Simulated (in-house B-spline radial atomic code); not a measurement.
## Ionising K2+ with different functionals

Computed with a radial B-spline atomic code at the basis-set limit: scalar-relativistic (spin-free X2C) Hamiltonian, Fermi nucleus of rms radius 3.4349 fm, spin-polarised at highest spin, spherical fractional occupations for the functionals, and exact exchange of hybrids averaged over the configuration. The ionisation energy is the difference of two self-consistent energies, [Ne] 3s2 3p5 → [Ne] 3s2 3p4, without Breit or QED terms; ε is the level of the shell that loses the electron (its least bound occupied spin orbital).

```json
{"method": "PBE0", "rung": "global hybrid", "ΔSCF (eV)": "45.78", "-ε(3p) (eV)": "40.60"}
{"method": "B3LYP", "rung": "global hybrid", "ΔSCF (eV)": "45.85", "-ε(3p) (eV)": "40.23"}
{"method": "TPSSh", "rung": "global hybrid", "ΔSCF (eV)": "45.84", "-ε(3p) (eV)": "39.48"}
{"method": "BHandHLYP", "rung": "global hybrid", "ΔSCF (eV)": "45.63", "-ε(3p) (eV)": "42.47"}
{"method": "r2SCAN0", "rung": "global hybrid", "ΔSCF (eV)": "45.83", "-ε(3p) (eV)": "40.79"}
{"method": "B97-1", "rung": "global hybrid", "ΔSCF (eV)": "?", "-ε(3p) (eV)": "?"}
{"method": "HSE06", "rung": "range-separated hybrid", "ΔSCF (eV)": "45.78", "-ε(3p) (eV)": "40.18"}
{"method": "wB97X", "rung": "range-separated hybrid", "ΔSCF (eV)": "?", "-ε(3p) (eV)": "?"}
{"method": "CAM-B3LYP", "rung": "range-separated hybrid", "ΔSCF (eV)": "45.83", "-ε(3p) (eV)": "42.15"}
{"method": "LC-wPBE", "rung": "range-separated hybrid", "ΔSCF (eV)": "45.94", "-ε(3p) (eV)": "43.74"}
```

Q: What does B97-1 give?

A: ΔSCF 45.79 eV, and -ε(3p) = 40.25 eV.

Q: What does wB97X give?

A: ΔSCF 45.77 eV, and -ε(3p) = 43.27 eV.

Q: Among the functionals, which spreads more, the ΔSCF values or the orbital energies?

A: The orbital energies: ΔSCF values span about 0.31 eV and the orbital energies 4.26 eV; here energy differences depend much less on the functional than eigenvalues do.

Q: How do they compare with the NIST value?

A: NIST lists 45.803 eV ± 0.0017 (semi-empirical, ground level to ground level). Errors run from -0.17 to +0.14 eV; B97-1 is closest (-0.01 eV), but part of that can be cancellation, since the calculations leave out spin-orbit coupling, Breit-QED terms, multiplet and fine-structure energies.
